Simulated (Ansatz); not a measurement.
**How methods differ on C2H6AlF (SMILES [CH3][Al]([CH3])[F])**

C2H6AlF: 10 atoms, total charge 0, spin state singlet. SMILES: `[CH3][Al]([CH3])[F]`. Geometry: optimised at r2SCAN/def2-SVP.

Each level gives the adiabatic electron affinity (to the doublet anion, shapes relaxed at r2SCAN/def2-SVP, no zero-point term) (eV). The values are calculated.

The electron affinity is E(neutral) − E(anion): positive where the electron is bound.

```json
{"level": "HF/def2-SVP", "kind": "Hartree–Fock", "program": "Ansatz", "value (eV)": "-0.62", "less CCSD(T)/def2-SVP": "-0.16"}
{"level": "PBE/def2-SVP", "kind": "GGA", "program": "Ansatz", "value (eV)": "-0.28", "less CCSD(T)/def2-SVP": "+0.18"}
{"level": "B3LYP/def2-SVP", "kind": "global hybrid", "program": "Ansatz", "value (eV)": "-0.29", "less CCSD(T)/def2-SVP": "+0.17"}
{"level": "MP2/def2-SVP", "kind": "perturbation theory", "program": "Ansatz", "value (eV)": "-0.52", "less CCSD(T)/def2-SVP": "-0.06"}
{"level": "CCSD(T)/def2-SVP", "kind": "coupled cluster or CI", "program": "Ansatz", "value (eV)": "-0.46", "less CCSD(T)/def2-SVP": "0.00"}
```

CCSD(T)/def2-SVP is the highest level here, not the true value. The values span -0.62 to -0.28 eV. Negative values mean that the anion is unbound at that level; they are set by how diffuse the basis is and aren't properties of the molecule.
